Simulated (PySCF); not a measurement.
**O+: ionisation energy**

O+ [He] 2s2 2p3 (4S) → O(2+) [He] 2s2 2p2 (3P), as a difference of total energies. Computed with PySCF 2.14 in aug-cc-pVDZ (4s3p2d, 23 functions), with the non-relativistic Hamiltonian (point nucleus). Correlated levels: valence: 1s2 frozen. The calculations carry no spin-orbit coupling.

```json
{"method": "UHF", "ionisation energy (eV)": "34.560"}
{"method": "MP2 (valence)", "ionisation energy (eV)": "34.993"}
{"method": "SCS-MP2 (valence)", "ionisation energy (eV)": "34.794"}
{"method": "CCSD (valence)", "ionisation energy (eV)": "34.810"}
{"method": "CCSD(T) (valence)", "ionisation energy (eV)": "34.813"}
{"method": "CCSDT (valence)", "ionisation energy (eV)": "34.812"}
```

A first-order spin-orbit estimate (lowest level to lowest level, LS coupling) adds -0.025 eV.

Errors of the correlated levels include the incompleteness of this basis and the frozen core.

Which method comes closest to the reference value, and which is furthest?

The reference is 35.121 eV (measured; NIST Atomic Spectra Database, ionization energies). Closest: MP2 (valence) (error -0.154 eV); furthest: UHF (error -0.586 eV), both after the spin-orbit estimate.
